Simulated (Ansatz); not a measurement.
A run for Ansatz (a quantum-chemistry and plane-wave program): R-wB97M-V/def2-TZVPP on CH4GeO2 (SMILES C[O][Ge][OH]), a point of a torsion scan.

Ansatz 0.2 input:
```yaml
crystal:
  periodic: [false, false, false]
  atoms:
    - {symbol: C, position_ang: [-0.96064752, 0.07428787, 0.20443224]}
    - {symbol: O, position_ang: [-0.07464132, -0.98252312, -0.05280179]}
    - {symbol: Ge, position_ang: [1.64879019, -1.44647529, 0.25308123]}
    - {symbol: O, position_ang: [1.83246086, -2.42811476, -1.19574830]}
    - {symbol: H, position_ang: [-1.94214503, -0.34315742, 0.44614266]}
    - {symbol: H, position_ang: [-0.63019322, 0.69846927, 1.03873548]}
    - {symbol: H, position_ang: [-1.05502172, 0.69968158, -0.68701129]}
    - {symbol: H, position_ang: [1.12488365, -2.53252102, -1.83077649]}
basis:
  gaussian:
    orbitals: def2-TZVPP
hamiltonian:
  xc: {name: wB97M-V}
scf: {lower_state_search: off}
```

The head of its log:

```
WARN ansatz: RAYON_NUM_THREADS=1 ignored (pool sized by the plan → 1); use --threads N
Functional definition: wB97M-V
these checks for a lower state are left out or cut short: stability, starts, cluster_reference, orbital_swaps, neighbouring_geometries, increment
integrals: 0.14 GiB planned
1104 factors; their error is unknown
integrals: 0.18 GiB planned
237 factors; integrals over basis functions are off by at most 1.5e-5 eV
mean field: 1.22 GiB planned
mean field evaluation 1: about -61704.7035 eV, gradient 6.8e1 eV
mean field evaluation 2: about -61699.8592 eV, gradient 8.9e1 eV
```

Q: Give the final energy of this run.

A: -2267.9059 hartree.
